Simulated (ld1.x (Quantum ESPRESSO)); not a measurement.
silicon (Si), TM: configuration errors across variants

```
Element                 : silicon
Generator               : ld1.x (Quantum ESPRESSO) 7.5
Type                    : norm-conserving Troullier–Martins (Kleinman–Bylander form)
Functional              : LDA (PZ)
Relativity              : non-relativistic
Frozen core             : [Ne]
Valence charge          : 4
Reference configuration : 3s1 3p3
Partial waves           : 3p (bound): rc 1.55 bohr; 3d channel at 0.4 Ry: rc 1.85 bohr; 3s (bound): rc 1.85 bohr
Local potential         : the s channel
Core correction         : none
```

All-electron excitation energies from the reference (eV): (1) 3s2 3p2 -6.750; (2) 3s2 3p1 1.090; (3) 3s2 3p0 17.217; (4) 3s1 3p2 8.440; (5) 3s0 3p4 6.912; (6) 3s1 3p0 51.290; (7) 3s2 3p1.5 -3.780; (8) 3s1 3p3 spin -3.072; (9) 3s2 3p2 spin -7.361.

Spin tests fill each open shell by Hund’s rule, majority spin first.

2 further variants failed, have other tests or too few solved ones, and are left out.

Errors AE − PS in meV (a dash: test not solved or not reliable):

| change | (1) | (2) | (3) | (4) | (5) | (6) | (7) | (8) | (9) | bound ghosts |
| --- | --- | --- | --- | --- | --- | --- | --- | --- | --- | --- |
| base | +5.4 | +3.1 | +21 | +5.3 | +6.1 | +178 | +3.5 | +400 | +46 | none |
| all radii scaled by about 1.25 (s 2.30, p 1.94, d 2.30 bohr) | +0.7 | +5.0 | +54 | +8.5 | +2.8 | +233 | +0.2 | +399 | +44 | none |
| wave 3d channel at 0.4 Ry: rc 1.85 bohr becomes 3d channel at 0.4 Ry: rc 2.36 bohr | +5.4 | +3.1 | +21 | +5.3 | +6.1 | +178 | +3.5 | +400 | +46 | none |
| wave 3p (bound): rc 1.55 bohr becomes 3p (bound): rc 2.24 bohr | +4.4 | +2.6 | +24 | +5.3 | +5.1 | +189 | +2.7 | +405 | +46 | none |
| wave 3s (bound): rc 1.85 bohr becomes 3s (bound): rc 2.52 bohr | -3.3 | +5.6 | +74 | +12 | -1.5 | +255 | -3.0 | +394 | +39 | none |
| type RRKJ; rho0 0.005 | +4.9 | +2.7 | +21 | +5.3 | +5.6 | +181 | +3.1 | +401 | +46 | none |

Give the same row for: core correction a·sin(br)/r model core inside 1.16 bohr.

+0.5, +1.0, +14, +3.7, +0.6, +51, -0.3, +28, +5.6; bound ghosts: none.
